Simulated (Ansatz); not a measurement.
`[OH][SnH2][SeH]` + `N[SiH3]` → `[OH][SnH2][NH][SiH3]` + H₂Se  (ligand exchange at the Sn–Se bond)

Program: Ansatz. Geometries: PBE0-D4/def2-TZVP. ΔE: electronic, gas phase. CCSD(T)/CBS is the MP2 limit (def2-TZVPP, def2-QZVPP) plus CCSD(T) − MP2 in def2-TZVPP, frozen cores. This one scheme is used for every species. DFT in def2-TZVPP. B3LYP here is the variant with VWN-RPA as its local correlation; programs differ in this. def2 core potentials past Kr. For Se, Sn outer-core shells are correlated without core-valence functions, which leaves a few kJ/mol of doubt a bond. Scalar relativity is left out up to krypton. Each species was taken in one conformer, which may not be the lowest.

`[OH][SnH2][SeH]`:

Z-matrix (Å, degrees):
```
Sn
Se 1 2.526
O 1 1.964 2 108.8
H 1 1.698 2 113.0 3 113.8
H 1 1.706 2 106.2 3 -118.3
H 2 1.469 1 91.6 3 -67.9
H 3 0.960 1 112.5 2 -42.2
```

`N[SiH3]`:

Cartesian coordinates in Å:
```
N 0.270 -0.994 0.278
Si -0.204 0.568 -0.266
H -0.240 -1.437 1.025
H 1.248 -1.228 0.328
H -1.671 0.542 -0.503
H 0.075 1.698 0.670
H 0.522 0.851 -1.531
```

`[OH][SnH2][NH][SiH3]`:

Z-matrix (Å, degrees):
```
Sn
N 1 2.016
O 1 1.967 2 108.6
H 1 1.702 2 106.5 3 118.9
H 1 1.698 2 110.5 3 -111.7
Si 2 1.717 1 128.0 3 -102.1
H 2 1.010 1 114.4 3 71.5
H 3 0.960 1 113.2 2 55.3
H 6 1.491 2 113.1 1 114.1
H 6 1.490 2 112.7 1 -124.7
H 6 1.488 2 106.7 1 -5.2
```

H₂Se:

Cartesian coordinates in Å:
```
Se -0.529 -0.250 0.355
H 0.493 0.769 0.617
H 0.036 -0.519 -0.972
```

| level | ΔE (eV) |
| --- | --- |
| B3LYP-D4 | 0.72 |
| ωB97X-V | 0.68 |
| ωB97M-V | 0.70 |
| PBE | 0.79 |
| PBE0 | 0.80 |
| HF/def2-TZVPP | 0.75 |
| HF/def2-QZVPP | 0.74 |
| CCSD/CBS(def2) | 0.70 |

Q: What does CCSD(T)/CBS give? (Estimate.)

A: Computed: +0.68 eV. The listed levels differ from it by 0.04, 0.00, 0.02, 0.11, 0.12, 0.07, 0.06, 0.02 eV.

Largest T1 diagnostic among the species: 0.013.

The D4 term adds −0.04 eV with B3LYP and −0.03 eV with PBE0; it sums over pairs of atoms, weighted by their polarisabilities, and B3LYP, whose exchange is more repulsive, gets the larger term. In def2-TZVPP, CCSD(T) changes the Hartree–Fock value by −0.14 eV (the triples alone add −0.01 eV) and MP2 by −0.10 eV.
